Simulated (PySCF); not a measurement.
## Shapes and spin states of TcO(OH)₂

All numbers come from B3LYP in PySCF with Tc def2-SVP with ECP28, O def2-SVP, H def2-SVP; scalar-relativistic core potentials, no spin–orbit coupling; density-fitted integrals.

Relaxations began from a few typed shapes and spin states; open shells are unrestricted. The search is not exhaustive: other isomers or separated fragments can lie lower, and high-lying points may rest on an excited occupation.

```
   spin  group                                              bonds                                                                     angles  imaginary modes (cm⁻¹)  ΔE (kJ/mol)  ΔE with ZPE (kJ/mol)
doublet     C2  O–H 0.968 Å (×2), Tc–O 1.645 Å, Tc–O 1.864 Å (×2)                      H–O–Tc 126.6° (×2), O–Tc–O 114.5°, O–Tc–O 122.8° (×2)                    none          0.0                   0.0
doublet     C1  O–H 0.968 Å (×2), Tc–O 1.648 Å, Tc–O 1.862 Å (×2)  H–O–Tc 124.4°, H–O–Tc 127.6°, O–Tc–O 112.8°, O–Tc–O 119.9°, O–Tc–O 125.8°                    none          0.1                  -0.7
quartet     Cs  O–H 0.969 Å (×2), Tc–O 1.697 Å, Tc–O 1.882 Å (×2)                      H–O–Tc 123.4° (×2), O–Tc–O 116.7° (×2), O–Tc–O 126.6°                    none         21.0                  20.7
quartet     C2  O–H 0.969 Å (×2), Tc–O 1.697 Å, Tc–O 1.883 Å (×2)                      H–O–Tc 122.9° (×2), O–Tc–O 117.4° (×2), O–Tc–O 125.3°                    none         21.6                  21.2
```

The lowest minimum found is the doublet C2: O–H 0.968 Å (×2), Tc–O 1.645 Å, Tc–O 1.864 Å (×2); H–O–Tc 126.6° (×2), O–Tc–O 114.5°, O–Tc–O 122.8° (×2).

For the lowest minimum: other spin states or occupations of the open shell can lie lower.
